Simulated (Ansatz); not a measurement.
A series at B: from `CB(C)C`, ligands are replaced one by one, each step taking up H₂S and setting free CH₄; n counts the steps. Ansatz, PBE0-D4/def2-TZVP geometries. Each molecule was computed in one conformer, which needn't be the lowest.

```tsv
n	molecule	HOMO energy, ωB97M-V/def2-TZVPP (eV)
0	`CB(C)C`	?
1	`CB(C)S`	-10.03
2	`CB(S)S`	-9.52
3	`SB(S)S`	-9.68
```

Problem. By hand: fit a straight line y = ȳ + b (n − n̄) to the 3 given rows and predict n = 0.

Solution. n̄ = 2.000, ȳ = -9.743; Σ(n − n̄)(y − ȳ) = 0.350, Σ(n − n̄)² = 2.000, so b = 0.175 eV a step. Prediction: -9.743 + (0.175) × (-2.000) = -10.09 eV.

Problem. By hand: compare with the computed value, -10.82 eV, and give the steps along the whole series.

Solution. The line misses by -0.73 eV (computed minus predicted). Steps: 0.79, 0.51, -0.16 eV.

The steps change sign along the series, so a line is a poor guide. The highest orbital can change its character along such a series. The miss is 56.2 % of the series' range.
